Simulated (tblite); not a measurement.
Species: C₆H₉FO₂.
Atom-mapped SMILES: `[CH3:1][O:2][C:3]1=[CH:4][C@@H:5]([F:6])[CH2:7][O:8][CH2:9]1` (hydrogens: H10, H11, H12 on C1; H13 on C4; H14 on C5; H15, H16 on C7; H17, H18 on C9)

The geometry is computed with GFN2-xTB (gas phase).

(1) List the bond lengths, angles and torsions at this level.

Answers

(1) 
```json
{"bond": "C1–O2", "length (Å)": "1.410"}
{"bond": "O2–C3", "length (Å)": "1.356"}
{"bond": "C3=C4", "length (Å)": "1.331"}
{"bond": "C4–C5", "length (Å)": "1.498"}
{"bond": "C5–F6", "length (Å)": "1.387"}
{"bond": "C5–C7", "length (Å)": "1.532"}
{"bond": "C7–O8", "length (Å)": "1.405"}
{"bond": "O8–C9", "length (Å)": "1.405"}
{"bond": "C3–C9", "length (Å)": "1.510"}
{"bond": "C1–H10, C1–H11, C1–H12", "length (Å)": "1.092"}
{"bond": "C4–H13", "length (Å)": "1.077"}
{"bond": "C5–H14", "length (Å)": "1.100"}
{"bond": "C7–H15", "length (Å)": "1.091"}
{"bond": "C7–H16", "length (Å)": "1.100"}
{"bond": "C9–H17", "length (Å)": "1.103"}
{"bond": "C9–H18", "length (Å)": "1.092"}
```

Bonds in one row agree within 0.01 Å and their mean is given. A selection of angles:
```json
{"angle": "C1–O2–C3", "degrees": "117.7"}
{"angle": "O2–C3–C4", "degrees": "127.2"}
{"angle": "O2–C3–C9", "degrees": "111.3"}
{"angle": "C4–C3–C9", "degrees": "121.5"}
{"angle": "C3–C4–C5", "degrees": "120.8"}
{"angle": "C4–C5–F6", "degrees": "109.5"}
{"angle": "C4–C5–C7", "degrees": "110.7"}
{"angle": "F6–C5–C7", "degrees": "108.8"}
{"angle": "C5–C7–O8", "degrees": "110.4"}
{"angle": "C7–O8–C9", "degrees": "112.2"}
{"angle": "C3–C9–O8", "degrees": "113.2"}
```

Torsions: C1–O2–C3–C4 -3° (synperiplanar); O2–C3–C4–C5 179° (antiperiplanar); C3–C4–C5–F6 -136° (anticlinal); C4–C5–C7–O8 48° (synclinal); C5–C7–O8–C9 -66° (synclinal); C7–O8–C9–C3 48° (synclinal); O2–C3–C9–O8 166° (antiperiplanar).

The C–C distances run from 1.331 Å (C3=C4, drawn double) to 1.532 Å (C5–C7, drawn single), a spread of 0.201 Å. The C–O distances run from 1.356 Å (O2–C3, drawn single) to 1.410 Å (C1–O2, drawn single), a spread of 0.054 Å. The 6-membered ring C3–C4–C5–C7–O8–C9 has internal angles of 110.4° to 121.5°; it is puckered, 0.20 Å rms from its mean plane, widest ring torsion 66°. Of the pairs four or more bonds apart, C1···H13 is among the closest relative to their van der Waals radii: 2.60 Å, 90 % of the sum of Bondi's values.

Point group: C1 (no symmetry element, even within 0.4 Å). Its GFN2-xTB frequencies are all real (lowest 73 cm⁻¹). The numbers are those of one conformer.
